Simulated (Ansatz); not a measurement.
Cost and result up the ladder for NiBr2(PH3)2 (NiP₂H₆Br₂) (11 atoms). Total charge 0; singlet. Geometry: r2SCAN-D4/def2-SVP.

Cartesian coordinates in Å:
```
Br 2.1392 0.8263 -0.4201
Br -2.0968 -0.8026 0.3748
Ni 0.0048 0.0313 -0.0997
P 0.5954 -1.9846 -0.6291
P -0.6037 2.0036 0.5626
H -0.2290 -2.7221 -1.5179
H 0.6241 -2.9108 0.4468
H 1.8731 -2.2415 -1.1933
H -0.0028 3.1601 0.0028
H -0.3313 2.2634 1.9329
H -1.9731 2.3769 0.5401
```

Ansatz on 4 threads of Arm Neoverse N1 on a shared host. Times are rough, and most runs start from the orbitals of an earlier one. No level here is sound enough to serve as a yardstick. Binding counts from free atoms at the same level (Br doublet, Ni triplet, P quartet, H doublet; other spins of the atoms weren't run), without zero-point energy or a counterpoise term.

HSE06 is defined as in plane-wave codes, on full-range PBE exchange. No other spin state of charge 0 was run.

Run but left out: MP2/def2-TZVP (restricted singlet, unstable towards broken spin symmetry).

| level | functions | wall time | binding energy per atom (eV) | remarks |
| --- | --- | --- | --- | --- |
| PBE-D4/def2-SVP | 161 | 4.2 s | 2.80 | restricted SCF unstable in HF |
| PBE0-D4/def2-SVP | 161 | 8 s | 2.67 | restricted SCF unstable in HF |
| PBE-D4/def2-TZVP (with forces) | 251 | 9.5 s | 2.78 | – |
| r2SCAN-D4/def2-TZVP | 251 | 18 s | 2.76 | restricted SCF unstable in HF |
| HSE06-D4/def2-TZVP | 251 | 19 s | 2.66 | restricted SCF unstable in HF |
| PBE0-D4/def2-TZVP | 251 | 20 s | 2.66 | restricted SCF unstable in HF |
| CAM-B3LYP-D4/def2-TZVP | 251 | 22 s | 2.68 | restricted SCF unstable in HF |
| r2SCANh-D4/def2-TZVP | 251 | 26 s | 2.71 | restricted SCF unstable in HF |
